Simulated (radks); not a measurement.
Removal energies from the magnesium ion Mg8+, [He] 2s2, by Delta-SCF beside the eigenvalue of the level emptied. All-electron calculation, scalar-relativistic Kohn-Sham, PBE, spin-polarised, spherical densities, finite nucleus; Fermi nuclear charge, rms radius of each element as measured or else 0.836 A^(1/3) + 0.57 fm. Program: a radial shooting solver on a logarithmic mesh with Libxc functionals. Open shells are filled with parallel spins first.

removed from  final configuration  Delta-SCF (eV)  -eigenvalue (eV)
2s                       [He] 2s1          326.01            309.64
1s                        1s1 2s2          1642.3            1572.8
